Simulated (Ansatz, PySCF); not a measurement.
Reaction (SMILES): N[SiH2][SiH](N)N + 3 [SiH4] (SiH4) -> 3 N[SiH3] + [SiH3][SiH3]
Each molecule is optimised on its own at B3LYP-D3(BJ)/def2-TZVP (Ansatz, a program for electronic structure), one conformer each, not searched for the lowest. Frequencies are from Ansatz or PySCF.
Geometry of the first species:
```xyz
14

N      1.4188    -1.7102     0.0642
Si     1.5191     0.0216     0.0353
Si    -0.7083     0.7627    -0.0630
N     -1.4295     0.0813     1.3525
N     -1.6184     0.1870    -1.4099
H      0.7130    -2.1353     0.6464
H      2.2497    -2.2810     0.0324
H      2.2477     0.6216     1.1977
H      2.2965     0.4166    -1.1682
H     -0.7853     2.2462    -0.1983
H     -0.9419     0.1060     2.2349
H     -2.4282     0.1506     1.4854
H     -1.7241     0.7754    -2.2212
H     -1.5744    -0.7870    -1.6687
```
Charge 0, spin multiplicity 1.

Quantity: bond separation energy (0 K, with B3LYP-D3(BJ) harmonic zero-point energies), in kcal/mol. Cores are frozen in the correlated levels unless marked. No spin-orbit coupling. No relativistic terms. CBS marks a two-point X^-3 extrapolation of the correlation energy; Hartree-Fock from the larger set. The bracket is a focal-point correction in the basis named.

| level | program | bond separation energy (kcal/mol) | minus last row |
|---|---|---|---|
| revPBE-D4/def2-TZVPD | Ansatz + dftd4 | 5.0 | 1.6 |
| BHLYP-D3(BJ)/def2-TZVPD | Ansatz + dftd3 | 3.1 | -0.3 |
| BHLYP-D4/def2-TZVPD | Ansatz + dftd4 | 3.5 | 0.1 |
| r2SCANh/def2-TZVPD | Ansatz | 2.8 | -0.6 |
| LC-wPBE/def2-TZVPD | Ansatz | 2.0 | -1.4 |
| B2PLYP-D3(BJ)/def2-TZVPD | Ansatz + dftd3 | 3.7 | 0.3 |
| MP2/6-31G* | Ansatz | 4.4 | 1.0 |
| MP2/aug-cc-pV(D+d)Z | Ansatz | 5.4 | 2.0 |
| MP2/cc-pwCVTZ | Ansatz | 3.4 | 0.0 |
| RI-MP2/aug-cc-pV(T+d)Z | Ansatz | 3.6 | 0.2 |
| SCS-MP2/cc-pV(T+d)Z | Ansatz | 2.9 | -0.5 |
| CCSD(T)/6-31G | Ansatz | 6.0 | 2.6 |
| CCSD(T)/aug-cc-pV(D+d)Z | Ansatz | 5.6 | 2.2 |
| CCSD(T) with core electrons (1s frozen past Ne)/cc-pwCVTZ | Ansatz | 3.6 | 0.2 |
| RI-MP2/CBS(cc-pV(T+d)Z,cc-pV(Q+d)Z)+[CCSD(T)-MP2]/cc-pV(T+d)Z | Ansatz | 3.4 | 0.0 |
